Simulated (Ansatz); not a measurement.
# Match the barriers

Saddle point of SiH2O2F2, closed shell (SiH₂O₂F₂ ([OH][Si]([OH])([F])[F]) → SiOF₂ ([O][Si]([F])[F]) + H₂O (still joined by a long Si–O bond); bonds formed: O2–H4; bonds broken: O3–H4; bonds weakened to dative contacts: Si1–O2), PBE0-D4/def2-TZVP structure:

```
atom    x (Å)    y (Å)    z (Å)
 Si1  -0.4936   0.0500   0.5003
  O2   0.9827  -0.2388  -0.5101
  O3  -1.2882  -0.8073  -0.5066
  H4   0.1560  -0.7155  -1.0387
  F5  -0.6034   1.6214   0.5891
  F6  -0.1283  -0.4108   1.9563
  H7   1.3748   0.5010  -0.9902
```

Program: Ansatz 0.2.0. Basis: def2-TZVPP, with def2-QZVPP for the basis limit. Cores are frozen in the correlated methods. B3LYP uses VWN-RPA correlation. Extrapolation: Hartree–Fock as exp(−7.88 √X), correlation as X^−2.97. Four methods, as single points on the PBE0-D4 structures, gave these electronic barriers from the start structure: 49.55, 55.96, 61.78, 70.10 kcal/mol.

(1) The methods were, in alphabetical order, B3LYP-D4, BHLYP-D4, HF, PBE-D4. Which gave which? (Judge from chemistry; the calculation decides.)

No T1 diagnostic of these runs exceeds 0.014.

Results:

(1) The calculation gives: PBE-D4 49.55; B3LYP-D4 55.96; BHLYP-D4 61.78; HF 70.10 kcal/mol. For comparison, CCSD(T) at an estimated basis limit (MP2 extrapolated from triple and quadruple zeta, plus CCSD(T) − MP2 in triple zeta) gives 57.38 kcal/mol.

Labels in which every atom is bracketed show which atoms are joined, not bond orders.

For scale, one of the runs: CCSD(T)/def2-TZVPP, 194 basis functions, launched by `ansatz run in.yaml --threads 4 --pin off --events-out ev --progress --plain --max-ram 9574MiB`. The run took 48 s on 4 CPU threads of an Arm Neoverse V2 (shared host), with 2.4 GiB of host memory at its peak.
